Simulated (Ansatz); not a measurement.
A geometry optimisation of C4H4N2SSi with r2SCAN-D4/def2-SVP

The starting geometry of this gas-phase singlet was optimised with GFN2-xTB; its bonds are those of `N#Cc1nc([SiH3])cs1`.

```xyz
12

C    -1.2402    1.1677   -1.9231
C    -0.1556    0.8550   -1.0939
C     1.5640   -0.2327   -0.2585
C     1.5507    0.8375    0.5934
N    -2.1334    1.4433   -2.5872
N     0.5917   -0.1904   -1.1938
S     0.2898    1.9373    0.2265
Si    2.7466   -1.7016   -0.2629
H     3.4372   -1.7214   -1.5499
H     3.6848   -1.4807    0.8397
H     1.9592   -2.9137   -0.0535
H     2.2146    1.0314    1.4117
```

Problem. Predict what becomes of its bonds when it is optimised with r2SCAN-D4/def2-SVP.

Solution. It keeps its bonds, and is `N#Cc1nc([SiH3])cs1`.

The energy falls by 0.11 eV over 8 steps:

| step | E − E(last) (eV) |
| --- | --- |
| 1 | 0.107 |
| 2 | 0.009 |
| 3 | 0.002 |
| 4 | 0.001 |
| 5 | 0.000 |
| 6 | 0.000 |
| 7 | 0.000 |
| 8 | 0.000 |

Final geometry (Å):

```xyz
12

C    -1.2786    1.2020   -1.9316
C    -0.1754    0.8718   -1.0991
C     1.5529   -0.2422   -0.2757
C     1.5532    0.8369    0.5941
N    -2.1878    1.4972   -2.5986
N     0.5657   -0.2008   -1.2254
S     0.2897    1.9333    0.2194
Si    2.7535   -1.6958   -0.2508
H     3.4919   -1.7610   -1.5433
H     3.7111   -1.4772    0.8724
H     2.0029   -2.9654   -0.0391
H     2.2304    1.0330    1.4265
```

No frequencies were run, so the end isn't proven a minimum. Run with Ansatz 0.2.0, 28 s on 2 threads of Intel(R) Xeon(R) Platinum 8488C (Sapphire Rapids), on a shared host.
